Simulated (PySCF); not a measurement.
C3H8In (SMILES C[CH2][In+][CH3]), charge +1, singlet, at a GFN2-xTB geometry (such geometries of metal compounds can be far from the true shape) (all electrons, no relativity); MN15/STO-3G (PySCF).

Input for PySCF:
```python
from pyscf import gto, scf, dft

mol = gto.Mole()
mol.atom = '''
    In   -0.14303322    0.16745762    0.29110719
    C    -1.09249249    1.89793746    1.50229124
    H    -1.54241226    1.44894701    2.38702027
    H    -1.83657458    2.36452406    0.85781776
    H    -0.28530083    2.58339691    1.75830344
    C     0.83000804   -1.66749023   -0.88396617
    C     1.13265750   -1.31695098   -2.31055771
    H     0.06841118   -2.44178137   -0.77402478
    H     1.71816766   -1.87989848   -0.28596482
    H     1.86052149   -0.50666031   -2.39136025
    H     0.23226872   -1.05876347   -2.87245317
    H     1.57250842   -2.19616519   -2.79019491
'''
mol.basis = 'sto-3g'
mol.charge = 1
mol.verbose = 4
mol.build()

mf = dft.RKS(mol)
mf.xc = 'mn15'
mf.grids.level = 4
mf.kernel()
mf.analyze()
```

The log (banner, timings and long lists left out):

```
PySCF version 2.14.0

[INPUT] verbose = 4
[INPUT] num. atoms = 12
[INPUT] num. electrons = 74
[INPUT] charge = 1
[INPUT] spin (= nelec alpha-beta = 2S) = 0
[INPUT] symmetry False subgroup None
[INPUT] Mole.unit = angstrom
[INPUT] Symbol           X                Y                Z      unit          X                Y                Z       unit  Magmom
[INPUT]  1 In    -0.143033220000   0.167457620000   0.291107190000 AA   -0.270293612515   0.316449039271   0.550112861992 Bohr   0.0
[INPUT]  2 C     -1.092492490000   1.897937460000   1.502291240000 AA   -2.064511599244   3.586582000953   2.838919002933 Bohr   0.0
[INPUT]  3 H     -1.542412260000   1.448947010000   2.387020270000 AA   -2.914736742571   2.738113017907   4.510814564085 Bohr   0.0
[INPUT]  4 H     -1.836574580000   2.364524060000   0.857817760000 AA   -3.470622963538   4.468302888345   1.621040631188 Bohr   0.0
[INPUT]  5 H     -0.285300830000   2.583396910000   1.758303440000 AA   -0.539140431811   4.881912630948   3.322711945481 Bohr   0.0
[INPUT]  6 C      0.830008040000  -1.667490230000  -0.883966170000 AA    1.568487876787  -3.151099850088  -1.670453964681 Bohr   0.0
[INPUT]  7 C      1.132657500000  -1.316950980000  -2.310557710000 AA    2.140412467935  -2.488676671678  -4.366321266902 Bohr   0.0
[INPUT]  8 H      0.068411180000  -2.441781370000  -0.774024780000 AA    0.129278394058  -4.614298045365  -1.462694847827 Bohr   0.0
[INPUT]  9 H      1.718167660000  -1.879898480000  -0.285964820000 AA    3.246866313485  -3.552493269186  -0.540395191061 Bohr   0.0
[INPUT] 10 H      1.860521490000  -0.506660310000  -2.391360250000 AA    3.515876064968  -0.957449224087  -4.519015937671 Bohr   0.0
[INPUT] 11 H      0.232268720000  -1.058763470000  -2.872453170000 AA    0.438924268103  -2.000772988994  -5.428149796939 Bohr   0.0
[INPUT] 12 H      1.572508420000  -2.196165190000  -2.790194910000 AA    2.971610242373  -4.150150733403  -5.272704214055 Bohr   0.0

nuclear repulsion = 309.177655731983
number of shells = 28
number of NR pGTOs = 150
number of NR cGTOs = 50
basis = sto-3g
ecp = {}

******** <class 'pyscf.dft.rks.RKS'> ********
method = RKS
initial guess = minao
damping factor = 0
level_shift factor = 0
DIIS = <class 'pyscf.scf.diis.CDIIS'>
diis_start_cycle = 1
diis_space = 8
diis_damp = 0
SCF conv_tol = 1e-09
SCF conv_tol_grad = None
SCF max_cycles = 50
direct_scf = True
direct_scf_tol = 1e-13
XC library pyscf.dft.libxc version 7.1.2
    S. Lehtola, C. Steigemann, M. J. T. Oliveira, and M. A. L. Marques,  SoftwareX 7, 1–5 (2018)
XC functionals = mn15
    H. S. Yu, X. He, S. L. Li, and D. G. Truhlar,  Chem. Sci. 7, 5032–5051 (2016)
    H. S. Yu, X. He, S. L. Li, and D. G. Truhlar,  Chem. Sci. 7, 5032–5051 (2016)
radial grids:
    Treutler-Ahlrichs [JCP 102, 346 (1995); DOI:10.1063/1.469408] (M4) radial grids

becke partition: Becke, JCP 88, 2547 (1988); DOI:10.1063/1.454033
pruning grids: <function nwchem_prune>
grids dens level: 4
symmetrized grids: False
atomic radii adjust function: <function treutler_atomic_radii_adjust>
small_rho_cutoff = 0
Set gradient conv threshold to 3.16228e-05
Initial guess from minao.
tot grids = 243616
init E= -5783.2718932734
  HOMO = -0.485557308240494  LUMO = -0.329040070789109  gap/eV = 4.25905
cycle= 1 E= -5797.95908294419  delta_E= -14.7  |g|= 0.377  |ddm|= 3.87
  HOMO = -0.373188631880765  LUMO = -0.0878454186732503  gap/eV = 7.76458
cycle= 2 E= -5798.02346745373  delta_E= -0.0644  |g|= 0.175  |ddm|= 1.21
  HOMO = -0.395739725736099  LUMO = -0.135096196436598  gap/eV = 7.09247
cycle= 3 E= -5798.03282338236  delta_E= -0.00936  |g|= 0.0956  |ddm|= 0.431
  HOMO = -0.410216789682767  LUMO = -0.140536487681656  gap/eV = 7.33837
cycle= 4 E= -5798.03605818756  delta_E= -0.00323  |g|= 0.0117  |ddm|= 0.154
  HOMO = -0.410549044555104  LUMO = -0.139641677303017  gap/eV = 7.37176
cycle= 5 E= -5798.03609961721  delta_E= -4.14e-05  |g|= 0.00645  |ddm|= 0.0263
  HOMO = -0.410079900087129  LUMO = -0.139714468056226  gap/eV = 7.35702
cycle= 6 E= -5798.03611418685  delta_E= -1.46e-05  |g|= 0.000168  |ddm|= 0.00939
  HOMO = -0.410074225953928  LUMO = -0.139705823428103  gap/eV = 7.35710
cycle= 7 E= -5798.03611421284  delta_E= -2.6e-08  |g|= 3.1e-05  |ddm|= 0.000634
  HOMO = -0.410076790534627  LUMO = -0.139712650105687  gap/eV = 7.35698
cycle= 8 E= -5798.03611421364  delta_E= -8.07e-10  |g|= 8.19e-06  |ddm|= 9.85e-05
  HOMO = -0.410075997024793  LUMO = -0.139712471752197  gap/eV = 7.35697
Extra cycle  E= -5798.03611421368  delta_E= -3.09e-11  |g|= 5.32e-06  |ddm|= 2.72e-05
converged SCF energy = -5798.03611421368
**** SCF Summaries ****
Total Energy =                       -5798.036114213675319
Nuclear Repulsion Energy =             309.177655731982725
One-electron Energy =                -8623.640444108637894
Two-electron Energy =                 2516.426674162980362
Two-electron Coulomb Energy =         2687.585318145813744
DFT Exchange-Correlation Energy =     -171.158643982833439
HOMO-LUMO gap [eV] =                     7.356966251920635
**** MO energy ****
MO #1   energy= -971.564219915845  occ= 2
MO #2   energy= -139.238221316671  occ= 2
MO #3   energy= -133.708530408341  occ= 2
MO #4   energy= -133.706293908238  occ= 2
MO #5   energy= -133.70628593934   occ= 2
MO #6   energy= -24.7966309871863  occ= 2
MO #7   energy= -22.7545534353701  occ= 2
MO #8   energy= -22.7545291570224  occ= 2
MO #9   energy= -22.7474329019912  occ= 2
MO #10  energy= -15.4694249482134  occ= 2
MO #11  energy= -15.4694245927651  occ= 2
MO #12  energy= -15.4632500881076  occ= 2
MO #13  energy= -15.4619434459431  occ= 2
MO #14  energy= -15.4619264813266  occ= 2
MO #15  energy= -9.94186694595484  occ= 2
MO #16  energy= -9.92630677973906  occ= 2
MO #17  energy= -9.92282490718522  occ= 2
MO #18  energy= -3.64281225295366  occ= 2
MO #19  energy= -2.70653879597358  occ= 2
MO #20  energy= -2.70650773410367  occ= 2
MO #21  energy= -2.68876536286468  occ= 2
MO #22  energy= -0.922029281086512 occ= 2
MO #23  energy= -0.852593511422394 occ= 2
MO #24  energy= -0.77258288743481  occ= 2
MO #25  energy= -0.624252662869256 occ= 2
MO #26  energy= -0.583865958633393 occ= 2
MO #27  energy= -0.582334354642219 occ= 2
MO #28  energy= -0.582293912561049 occ= 2
MO #29  energy= -0.557705902629492 occ= 2
MO #30  energy= -0.557660544562845 occ= 2
MO #31  energy= -0.550107971947518 occ= 2
MO #32  energy= -0.543117932687299 occ= 2
MO #33  energy= -0.538791376745079 occ= 2
MO #34  energy= -0.532889751895763 occ= 2
MO #35  energy= -0.516060018247987 occ= 2
MO #36  energy= -0.484336315400281 occ= 2
MO #37  energy= -0.410075997024793 occ= 2
MO #38  energy= -0.139712471752197 occ= 0
MO #39  energy= -0.138721502200797 occ= 0
MO #40  energy= -0.113479278890772 occ= 0
MO #41  energy= 0.158982643619654  occ= 0
MO #42  energy= 0.27034058128118   occ= 0
MO #43  energy= 0.301426672472509  occ= 0
MO #44  energy= 0.325641935811085  occ= 0
MO #45  energy= 0.329862100231851  occ= 0
 ** Mulliken pop on meta-lowdin orthogonal AOs  **
 ** Mulliken pop  **
 ** Mulliken atomic charges  **
charge of    0In =      0.91732
charge of    1C =     -0.19410
charge of    2H =      0.06911
charge of    3H =      0.06894
charge of    4H =      0.06898
charge of    5C =     -0.10224
charge of    6C =     -0.13217
charge of    7H =      0.06146
charge of    8H =      0.06148
charge of    9H =      0.05332
charge of   10H =      0.05325
charge of   11H =      0.07466

WARN: System has nonzero charge 1; the dipole moment is origin-dependent.
Location of origin: [0. 0. 0.]

Dipole moment(X, Y, Z, Debye): -0.36570,  0.36179,  0.82291
```
